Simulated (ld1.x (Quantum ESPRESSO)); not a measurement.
## Reading a pseudo-wave (zinc (Zn))

Columns: radius, all-electron u(r) and pseudo u(r) of the 4s shell (level -6.38 eV) of zinc in the configuration [Ar] 3d10 4s1.75 4p0.25; PBE, scalar-relativistic, TM scheme, ld1.x (Quantum ESPRESSO) 7.5.

| r (bohr) | all-electron | pseudo |
| --- | --- | --- |
| 0.150 | -0.1702 | -0.0312 |
| 0.300 | 0.0632 | -0.0633 |
| 0.450 | 0.2652 | -0.0973 |
| 0.600 | 0.2494 | -0.1349 |
| 0.750 | 0.1107 | -0.1788 |
| 0.900 | -0.0633 | -0.2335 |
| 1.050 | -0.2281 | -0.3030 |
| 1.200 | -0.3665 | -0.3874 |
| 1.350 | -0.4746 | -0.4769 |
| 1.500 | -0.5540 | -0.5541 |
| 1.650 | -0.6087 | -0.6087 |
| 1.800 | -0.6427 | -0.6427 |
| 1.950 | -0.6600 | -0.6600 |
| 2.100 | -0.6641 | -0.6641 |
| 2.250 | -0.6578 | -0.6578 |
| 2.400 | -0.6435 | -0.6435 |
| 2.550 | -0.6233 | -0.6233 |
| 2.700 | -0.5988 | -0.5988 |
| 2.850 | -0.5713 | -0.5713 |
| 3.000 | -0.5420 | -0.5420 |
| 3.150 | -0.5116 | -0.5116 |
| 3.300 | -0.4809 | -0.4809 |
| 3.450 | -0.4504 | -0.4504 |
| 3.600 | -0.4205 | -0.4205 |
| 3.750 | -0.3915 | -0.3915 |
| 3.900 | -0.3636 | -0.3636 |

**Question.** How many radial nodes do the two functions have?

**Answer.** The all-electron 4s function has n − l − 1 = 3 (the table is too coarse to show those close to the nucleus); the pseudo-wave has 0, since the states of the same l below it are removed with the core.

**Question.** At about which radius was the pseudo-wave matched?

**Answer.** 1.55 bohr, where the columns begin to agree (steps of 0.15 bohr).

**Question.** Is the pseudo-wave norm-conserving?

**Answer.** Yes: the TM scheme keeps the norm inside the radius equal to the all-electron one, which fixes the energy derivative of the logarithmic derivative at the level.
